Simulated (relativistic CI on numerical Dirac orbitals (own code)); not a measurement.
A reference radial Dirac CI calculation of Re3+ gave the lowest total energy -16675.67567 Ha in 39 SCF steps, from this input:

```
atom Re  Z=75  charge=3  electrons=72
nucleus A=187  rms_radius_fm=5.3698
hamiltonian dirac-coulomb  breit=on  qed=on  c_scale=1
orbitals kli  potential=per-configuration
slater_scale 1
correlation none
mixing on
grid step=0.0125 r_max=64.9
scf mixing=0.4 start=green max_iterations=150 tolerance=2e-08 node_fill=0.05
configurations
  [Xe] 4f14 5d4
  [Xe] 4f14 5d3 6s
  [Xe] 4f14 5d2 6s2
end
```

One setting was then changed (and the iteration limit cut to 78), and the output read:

```
SCF 1: [Xe] 4f14 5d4
 iter      energy (Ha)   residual   last orbital (Ha)
    1    -16647.430639   3.94e+00     -3.72108
    2    -16702.268428   9.84e-01     -1.93817
    3    -16705.292667   2.41e-01     -1.45643
    4    -16705.666881   2.55e-01     -1.46238
    5    -16705.782277   4.75e-02     -1.38343
    6    -16705.792067   4.40e-03     -1.40732
    7    -16705.794169   7.57e-03     -1.40446
    8    -16705.792960   1.81e-03     -1.40129
    9    -16705.793230   1.83e-04     -1.40166
   10    -16705.793254   1.06e-05     -1.40170
   11    -16705.793256   7.69e-07     -1.40171
   12    -16705.793255   2.75e-08     -1.40171
   13    -16705.793255   1.59e-10     -1.40171
SCF 2: [Xe] 4f14 5d3 6s
 iter      energy (Ha)   residual   last orbital (Ha)
    1    -16649.303888   3.90e+00     -2.17432
    2    -16702.150835   9.92e-01     -1.48650
    3    -16705.147593   2.39e-01     -1.27165
    4    -16705.509050   2.48e-01     -1.26582
    5    -16705.611842   4.96e-02     -1.22887
    6    -16705.623744   2.34e-03     -1.23660
    7    -16705.625527   6.66e-03     -1.23603
    8    -16705.624415   1.05e-03     -1.23462
    9    -16705.624631   9.60e-05     -1.23466
   10    -16705.624614   1.76e-05     -1.23466
   11    -16705.624612   1.54e-07     -1.23465
   12    -16705.624612   4.65e-07     -1.23465
   13    -16705.624612   1.53e-09     -1.23465
SCF 3: [Xe] 4f14 5d2 6s2
 iter      energy (Ha)   residual   last orbital (Ha)
    1    -16651.020803   3.82e+00     -2.17432
    2    -16701.906733   9.85e-01     -1.50750
    3    -16704.928363   2.38e-01     -1.29907
    4    -16705.270308   2.46e-01     -1.29516
    5    -16705.374479   4.55e-02     -1.26176
    6    -16705.386250   3.61e-03     -1.26986
    7    -16705.386897   5.06e-03     -1.26895
    8    -16705.386073   6.97e-04     -1.26774
    9    -16705.386213   1.15e-05     -1.26774
   10    -16705.386217   1.75e-05     -1.26775
   11    -16705.386215   7.71e-07     -1.26774
   12    -16705.386214   2.30e-07     -1.26774
   13    -16705.386215   8.45e-10     -1.26774
orbital energies (Ha): 4d5/2 -10.5345  4f5/2 -2.9516  4f7/2 -2.8597  5s -4.4111  5p1/2 -3.3006  5p3/2 -2.8956  5d3/2 -1.4417  5d5/2 -1.4017
configuration averages (Ha): Dirac-Coulomb, Breit, QED
  5d4                         -16705.793255   18.011285   12.254429
  5d3 6s                      -16705.624612   18.012210   12.255792
  5d2 6s2                     -16705.386215   18.013152   12.257237
levels: no., configuration, term, J, E (cm-1), weight
   1 5d4                    1S   0                0.0  0.97
   2 5d4                    1D   2            19474.5  0.95
   3 5d4                    1G   4            35410.1  0.88
   4 5d4                    3P   2            37486.9  0.80
   5 5d4                    3F   3            39249.3  0.61
   6 5d4                    3F   2            42720.6  0.85
   7 5d4                    3F   4            43114.0  0.89
   8 5d4                    3P   1            43989.5  0.94
   9 5d4                    1D   2            44503.1  0.46
  10 5d4                    3P   0            45095.3  0.69
  11 5d4                    1F   3            48487.5  0.56
  12 5d4                    3P   0            49830.0  0.74
  13 5d4                    1G   4            55973.9  0.67
  14 5d4                    3P   1            57021.0  0.65
lowest total energy -16675.811033 Ha
end: converged
```

(1) Which setting was changed?
A. QED terms
B. Slater scale
C. charge
D. configuration list

Results:

(1) B. The Slater scale -1. This setting is bad on purpose; its numbers may not be properties of the ion.
